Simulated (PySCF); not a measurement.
C4H12Zr, SMILES [CH3][Zr]([CH3])([CH3])[CH3], multiplicity 1.

Geometry optimised at PBE-D3(BJ)/def2-SVP. The multiplicity is an assumed one; other spin states were not compared. The def2 effective core potentials stand for the cores of Zr; spin–orbit coupling is left out.

The numbers are results of PBE-D3(BJ)/def2-SVP in PySCF, not measurements.

Frequencies are harmonic and unscaled.

Modes within 1.5 cm⁻¹ of each other (mostly degenerate sets) share a row, with their intensities summed.

| mode | ν (cm⁻¹) | IR (km/mol) | moving atoms (share of kinetic energy) |
|---|---|---|---|
| 1 | 50 | 0.0 | H 100 % |
| 2–4 | 72 | 0.0 | H 99 % |
| 5–7 | 132 | 1.3 | C 45 %, H 37 %, Zr 18 % |
| 8–9 | 138 | 0.0 | C 60 %, H 40 % |
| 10–12 | 319 | 0.0 | H 87 %, C 13 % |
| 13–15 | 422 | 14.4 | H 54 %, C 43 % |
| 16–18 | 487 | 0.0 | C 75 %, H 25 % |
| 19–21 | 535 | 306.0 | H 42 %, C 40 %, Zr 19 % |
| 22–24 | 1094 | 58.1 | H 77 %, C 23 % |
| 25 | 1100 | 0.0 | H 78 %, C 22 % |
| 26–28 | 1343 | 0.0 | H 94 % |
| 29–33 | 1349 | 38.9 | H 94 % |
| 34–36 | 2928 | 0.8 | H 97 % |
| 37 | 2934 | 0.0 | H 97 % |
| 38–40 | 3028 | 0.0 | H 91 %, C 9 % |
| 41–45 | 3034 | 50.5 | H 91 %, C 9 % |
